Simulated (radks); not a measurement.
Values are calculated unless marked as measured or tabulated.
Valence configurations of Ni I (all share [Ar]). Level of theory: Dirac Kohn-Sham, PBEsol, spin-unpolarised, spherical densities, finite nucleus; open shells fill j = l - 1/2 first; Fermi nuclear charge, rms radius 3.7757 fm (a radial shooting solver on a logarithmic mesh with Libxc functionals). Energies are relative to 3d8 4s2; eigenvalues in eV.

valence          E (eV)  e(3d3/2)  e(3d5/2)  e(4p1/2)  e(4s1/2)
3d9 4s1          -1.505    -4.789    -4.571         -    -4.493
3d8.5 4s1.5      -1.134    -6.735    -6.506         -    -5.050
3d10             -0.546    -2.065    -1.866         -         -
3d8 4s2           0.000    -9.026    -8.786         -    -5.661
3d8 4s1.5 4p0.5   2.255   -10.014    -9.774    -1.716    -6.305
3d9 4p1           2.433    -6.712    -6.492    -1.718         -
3d7.5 4s2 4p0.5   4.467   -12.586   -12.335    -1.979    -6.911
3d8 4s1 4p1       4.585   -10.906   -10.665    -2.132    -6.861
3d8 4p2           9.438   -12.506   -12.264    -2.833         -
3d7 4s2 4p1      10.393   -16.294   -16.031    -2.647    -8.052

NIST lists [Ar] 3d8 4s2 as the ground configuration; this level of theory puts 3d9 4s1 lower, by 1.505 eV. The energies are those of spherical spin-averaged densities, not of single terms.
